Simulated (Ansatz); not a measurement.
**Telling isomers of AlBFHSe apart by their spectra**

These gas-phase data were calculated for one isomer of AlBFHSe at PBE0-D3(BJ)/def2-SVP (harmonic, unscaled wavenumbers; equilibrium rotational constants with average atomic masses):

```
rotational constants            : 20.7, 0.9487, 0.9071 GHz
all wavenumbers above 1500 cm⁻¹ : 1994
```

Candidates:

(1) `FB[Se][Al]`, a singlet
(2) `[F][AlH][B]=[Se]`, a singlet
(3) `[F][Al]1[BH][Se]1`, a singlet

Assign the data to one candidate and say why.

Candidate (2). No mode falls between 2350 and 2900 cm⁻¹, where the B–H stretch of (1), (3) would stand.

The same quantities for all candidates:

```
     rotational constants (GHz)  wavenumbers above 1500 cm⁻¹  E above the lowest, PBE0-D3(BJ)/def2-SVP (kcal/mol)
(1)         4.394, 3.381, 1.911                         2663                                                  0.0
(2)        20.7, 0.9487, 0.9071                         1994                                                 14.0
(3)         10.95, 1.938, 1.646                         2698                                                  9.6
```

Harmonic stretches to hydrogen usually lie a few per cent above observed fundamentals. Each candidate is one conformer. Programs: Ansatz 0.2.0.
